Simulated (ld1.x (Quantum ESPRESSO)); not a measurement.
# u(r) = r·R(r): atom against pseudo-atom (magnesium (Mg))

Columns: radius, all-electron u(r) and pseudo u(r) of the 3s shell (level -4.71 eV) of magnesium in the configuration [He] 2s2 2p6 3s2 3p0; PBE, scalar-relativistic, RRKJ scheme, ld1.x (Quantum ESPRESSO) 7.5.

| r (bohr) | all-electron | pseudo |
| --- | --- | --- |
| 0.132 | 0.0666 | 0.0108 |
| 0.265 | -0.1273 | 0.0235 |
| 0.398 | -0.2307 | 0.0399 |
| 0.530 | -0.2331 | 0.0614 |
| 0.663 | -0.1723 | 0.0898 |
| 0.795 | -0.0814 | 0.1253 |
| 0.928 | 0.0206 | 0.1686 |
| 1.060 | 0.1206 | 0.2180 |
| 1.193 | 0.2138 | 0.2723 |
| 1.325 | 0.2958 | 0.3281 |
| 1.458 | 0.3670 | 0.3835 |
| 1.590 | 0.4263 | 0.4345 |
| 1.723 | 0.4752 | 0.4798 |
| 1.855 | 0.5143 | 0.5174 |
| 1.988 | 0.5452 | 0.5472 |
| 2.120 | 0.5683 | 0.5692 |
| 2.252 | 0.5842 | 0.5845 |
| 2.385 | 0.5939 | 0.5939 |
| 2.518 | 0.5978 | 0.5978 |
| 2.650 | 0.5968 | 0.5968 |
| 2.782 | 0.5916 | 0.5916 |
| 2.915 | 0.5826 | 0.5826 |
| 3.048 | 0.5706 | 0.5706 |
| 3.180 | 0.5562 | 0.5562 |
| 3.312 | 0.5399 | 0.5399 |
| 3.445 | 0.5218 | 0.5218 |

Problem. How many radial nodes do the two functions have?

Solution. The all-electron 3s function has n − l − 1 = 2; the pseudo-wave has 0, since the states of the same l below it are removed with the core.

Problem. At about which radius was the pseudo-wave matched?

Solution. 2.45 bohr. The columns agree to 0.0005 from 2.25 bohr on; several derivatives are matched, so the curves merge somewhat inside the radius.

Problem. Is the pseudo-wave norm-conserving?

Solution. Yes: the RRKJ scheme keeps the norm inside the radius equal to the all-electron one, which fixes the energy derivative of the logarithmic derivative at the level.
